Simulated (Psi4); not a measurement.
Approach curve of the dimer CH4 ··· CHF3 (SMILES C and FC(F)F), singlet. Monomers: optimised at B3LYP-D3(BJ) (def2-TZVP), held rigid. Orientation: a random orientation, not optimised. Only R, the distance of the centres of mass, is varied, so the lowest point isn't the relaxed dimer.

Geometry at R = 4.35 Å (first 5 atoms: monomer A):
```
10

C      0.0000     0.0000     0.0000
H      0.9347    -0.5591    -0.0043
H      0.1635     0.9839    -0.4375
H     -0.3512     0.1122     1.0248
H     -0.7470    -0.5370    -0.5830
F     -4.6198     0.9630     1.3862
C     -4.2977    -0.2690     0.9686
F     -4.7193    -1.1522     1.8841
F     -2.9630    -0.3528     0.8793
H     -4.7575    -0.4745     0.0017
```

Method: SAPT0/jun-cc-pVDZ, frozen core (Psi4).

Components in kJ/mol:

```csv
R / Å,electrostatics,exchange,induction,dispersion,total
3.74,-19.61,61.26,-4.03,-8.93,28.70
3.96,-8.35,27.34,-1.88,-5.59,11.52
4.11,-4.56,15.68,-1.11,-4.14,5.87
4.35,-1.65,6.39,-0.48,-2.64,1.62
4.58,-0.56,2.69,-0.22,-1.77,0.14
4.78,-0.18,1.26,-0.12,-1.27,-0.31
5.03,0.00,0.49,-0.06,-0.85,-0.43
5.37,0.05,0.13,-0.03,-0.51,-0.36
5.89,0.04,0.02,-0.01,-0.25,-0.21
6.54,0.02,0.00,-0.01,-0.12,-0.10
7.58,0.01,0.00,0.00,-0.04,-0.04
8.86,0.00,0.00,0.00,-0.02,-0.01
```
